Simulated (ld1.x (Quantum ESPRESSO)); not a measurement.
## Rb: variants of one TM potential

Base potential:

```
Element                 : Rb
Generator               : ld1.x (Quantum ESPRESSO) 7.5
Type                    : norm-conserving Troullier–Martins (Kleinman–Bylander form)
Functional              : PBEsol
Relativity              : scalar-relativistic
Frozen core             : [Ar] 3d10
Valence charge          : 9
Reference configuration : 4s2 4p6 5s1 5p0
Partial waves           : 4s (bound): rc 1.75 bohr; 4d channel at 0.45 Ry: rc 1.55 bohr; 4p (bound): rc 1.65 bohr
Local potential         : the p channel
Core correction         : none
```

Occupied shells without a wave of their own: 5s. They enter only through the test configuration that unscreens the potential.

All-electron outer shells of the reference configuration (PBEsol, scalar-relativistic, ld1.x):

```json
{"shell": "3p", "level (eV)": "-224.65", "outermost node (bohr)": "0.19", "outermost maximum (bohr)": "0.44"}
{"shell": "3d", "level (eV)": "-103.99", "outermost node (bohr)": "–", "outermost maximum (bohr)": "0.39"}
{"shell": "4s", "level (eV)": "-31.91", "outermost node (bohr)": "0.62", "outermost maximum (bohr)": "1.25"}
{"shell": "4p", "level (eV)": "-15.98", "outermost node (bohr)": "0.64", "outermost maximum (bohr)": "1.42"}
{"shell": "5s", "level (eV)": "-2.22", "outermost node (bohr)": "1.79", "outermost maximum (bohr)": "4.43"}
{"shell": "5p", "level (eV)": "-0.74", "outermost node (bohr)": "2.20", "outermost maximum (bohr)": "6.14"}
```

Cutoffs, loose and tight: the cutoffs (Ry, on a coarse ladder) from which the occupation-weighted sum of valence levels, in a spherical-Bessel basis at the reference potential, stays within 10 and 1 mRy of its value at 400 Ry. They do not see the model core or the augmentation charge, which bear on the density cutoff. Test errors are all-electron minus pseudo excitation energies from the reference, over the configurations 4s2 4p6 5s0 5p0; 4s2 4p6 5s0.5 5p0; 4s2 4p6 5s0 5p1; 4s2 4p5 5s1 5p0; 4s1 4p6 5s1 5p0. A dash means not determined; rows that change the core or the reference have their own tests.

A true bound ghost makes a file unfit for plane-wave use even where its test errors are small: the radial tests pick states by their node count and pass the ghost by.

```tsv
change	outcome	cutoff, loose	cutoff, tight	bound ghosts	largest test error (meV)
base	generated	45 Ry	80 Ry	d	-20
all radii scaled by about 0.86 (s 1.50, p 1.42, d 1.32 bohr)	generated	55 Ry	90 Ry	d	-3.7
all radii scaled by about 1.30 (s 2.28, p 2.14, d 2.02 bohr)	generated	21 Ry	35 Ry	none	-2727
all radii scaled by about 1.36 (s 2.38, p 2.24, d 2.10 bohr)	generated	15 Ry	30 Ry	none	-2749
```

(1) What comes out with this change to the base: all radii scaled by about 0.76 (s 1.34, p 1.26, d 1.18 bohr)?

(2) What comes out with this change to the base: all radii scaled by about 1.18 (s 2.06, p 1.94, d 1.84 bohr)?

(3) What comes out with this change to the base: all radii scaled by about 1.10 (s 1.92, p 1.82, d 1.70 bohr)?

## Answers

(1) outcome: generated; cutoff, loose: 70 Ry; cutoff, tight: 140 Ry; bound ghosts: none; largest test error (meV): +4.1.

(2) outcome: generated; cutoff, loose: 30 Ry; cutoff, tight: 45 Ry; bound ghosts: none; largest test error (meV): -85.

(3) outcome: generated; cutoff, loose: 35 Ry; cutoff, tight: 60 Ry; bound ghosts: d; largest test error (meV): -56.

Reading the sweep of the scale of all radii (base = 1) (base included, trends over the rows without a ghost): The loose cutoff falls from 70 Ry at 0.76 to 15 Ry at 1.36. A larger radius leaves more room for a smooth pseudo-wave, so fewer plane waves are needed; a smaller one forces it to follow the all-electron wave where it bends sharply. The median size of the test errors (rows with all tests solved) rises from 3.0 meV at 0.76 to 79.0 meV at 1.36. More of the atom is replaced by a form fitted at one configuration, so other configurations suffer as the radius grows. Bound ghosts are found at 0.86, 1, 1.1.
